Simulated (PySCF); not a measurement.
**PBE beside CCSD(T) along group 14: bonds to Br**

PBE and CCSD(T) in PySCF with def2-TZVPP on every atom (core potentials on Sn, Pb), for the lowest determinant that a PBE0 search found; no spin–orbit coupling.

```tsv
molecule	state (unpaired electrons)	PBE Re (Å)	PBE ωe (cm⁻¹)	PBE De (eV)	CCSD(T) Re (Å)	CCSD(T) ωe (cm⁻¹)	CCSD(T) De (eV)
CBr	doublet (π ↑)	1.832	716	4.12	1.824	734	3.41
SiBr	doublet (π ↑)	2.250	407	4.07	2.235	424	3.69
GeBr	doublet (π ↑)	2.347	285	3.88	2.325	301	3.50
SnBr	doublet (π ↑)	2.541	234	3.71	?	?	?
PbBr	doublet (π ↑)	2.629	205	3.62	2.614	213	3.27
```

Question: Estimate the CCSD(T) values of SnBr by adding the mean shift from PBE to CCSD(T) of the other rows, and compare with the calculation.

Answer: The mean shifts are -1.5 pm, +15 cm⁻¹ and -0.46 eV, which give 2.526 Å, 249 cm⁻¹ and 3.25 eV. CCSD(T)/def2-TZVPP gives Re = 2.516 Å, ωe = 246 cm⁻¹, De = 3.37 eV.

Question: What are the mean differences of PBE from CCSD(T) over the whole series?

Answer: Re +1.7 pm, ωe -14 cm⁻¹, De +0.43 eV.

In a basis of this size CCSD(T) is itself not converged; it tends to give bonds that are too long and too weak.

Correlated steps freeze the inner cores (10 to 18 orbitals); shallow outer-core shells are correlated. These are scalar-relativistic numbers at best; spin–orbit coupling would shift them, the dissociation energy most. States were picked by a PBE0 search and need not be the measured ground states.
